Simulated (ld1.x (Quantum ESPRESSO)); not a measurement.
## Reading a pseudo-wave (Ho)

Columns: radius, all-electron u(r) and pseudo u(r) of the 5d shell (level -1.04 eV) of holmium in the configuration [Kr] 4d10 5s2 4f11 5p6 5d0 6s2 6p0; PBE, scalar-relativistic, TM scheme, ld1.x (Quantum ESPRESSO) 7.5.

| r (bohr) | all-electron | pseudo |
| --- | --- | --- |
| 0.190 | 0.0838 | 0.0031 |
| 0.380 | -0.1774 | 0.0237 |
| 0.570 | -0.1549 | 0.0721 |
| 0.760 | 0.0126 | 0.1479 |
| 0.950 | 0.1834 | 0.2402 |
| 1.140 | 0.3163 | 0.3324 |
| 1.330 | 0.4084 | 0.4103 |
| 1.520 | 0.4672 | 0.4665 |
| 1.710 | 0.5014 | 0.5010 |
| 1.900 | 0.5182 | 0.5182 |
| 2.090 | 0.5234 | 0.5234 |
| 2.280 | 0.5209 | 0.5209 |
| 2.470 | 0.5135 | 0.5135 |
| 2.660 | 0.5031 | 0.5031 |
| 2.850 | 0.4909 | 0.4909 |
| 3.040 | 0.4777 | 0.4777 |
| 3.230 | 0.4640 | 0.4640 |
| 3.420 | 0.4499 | 0.4499 |
| 3.610 | 0.4355 | 0.4355 |
| 3.800 | 0.4208 | 0.4208 |
| 3.990 | 0.4059 | 0.4059 |
| 4.180 | 0.3908 | 0.3908 |
| 4.370 | 0.3756 | 0.3756 |
| 4.560 | 0.3603 | 0.3603 |
| 4.750 | 0.3451 | 0.3451 |
| 4.940 | 0.3301 | 0.3301 |

(1) How many radial nodes do the two functions have?

(2) At about which radius was the pseudo-wave matched?

(3) Is the pseudo-wave norm-conserving?

## Answers

(1) The all-electron 5d function has n − l − 1 = 2; the pseudo-wave has 0, since the states of the same l below it are removed with the core.

(2) 2.20 bohr. The columns agree to 0.0005 from 1.71 bohr on; several derivatives are matched, so the curves merge somewhat inside the radius.

(3) Yes: the TM scheme keeps the norm inside the radius equal to the all-electron one, which fixes the energy derivative of the logarithmic derivative at the level.
